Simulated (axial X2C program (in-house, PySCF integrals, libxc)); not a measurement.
WS: from the spin-free to the two-component result

Calculated with an axial X2C code built on PySCF integrals. Spin-free means the one-electron spin-free X2C Hamiltonian; two-component (2c) means X2C with spin–orbit coupling and atomic mean-field two-electron Coulomb and Gaunt terms, so the difference of the two also holds small scalar two-electron terms. Basis: W dyall-cv3z [13s14p9d7f4g], S dyall-av3z [9s8p3d2f] (cores contracted in-house); Gaussian nuclei, density fitting, unrestricted open shells. Masses: W 183.951 u, S 31.972 u.

Spin-free state: M_S = 2, Λ = 1 (beyond evenly filled blocks: σα, π+α, δ+α, δ-α); fragments W + S.

```
  level  Re (Å)  ωe (cm⁻¹)  μ (D)
r2SCAN0   2.116      519.4  -3.91
```

Dipoles are positive if S is the positive end.

Two-component determinant lowest at the distance of the search:

Ω = 1 (⟨Sz⟩ = 1.98, ⟨Lz⟩ = -0.98 at r2SCAN0); fragments W + S.

| level | Re (Å) | ωe (cm⁻¹) | μ (D) |
| --- | --- | --- | --- |
| r2SCAN0 | 2.112 | 526.5 | -3.84 |

(1) From the two tables, how do the constants change at the r2SCAN0 level (2c against spin-free)?

The state is a single determinant with fixed occupations, the lowest that a limited PBE0 search found. De is not given where an atomic determinant may have missed its ground term or J level, or where the truncated virtual space spoils (T). Density functionals use the spin component along the axis (collinear). PBE0 can misorder states that lie within some tenths of an eV, so this need not be the ground state of the molecule. The nearest other spin-free determinant of the search, M_S = 1, Λ = 0, lies 0.25 eV up at the distance of the search. Without a current term, density functionals place determinants with orbital angular momentum somewhat too high. With several unpaired electrons one determinant need not be a pure state. Open-shell Ω = 0 determinants with evenly filled partner blocks cannot be reached by this program, so the Ω shown need not be the lowest component. The determinant is spin-polarised beyond a pure state at some levels (its spin-free form has ⟨S²⟩ too high), which makes Re and μ there less reliable.

Answers

(1) At the r2SCAN0 level Re drops by 0.004 Å and ωe goes up by 7.1 cm⁻¹.
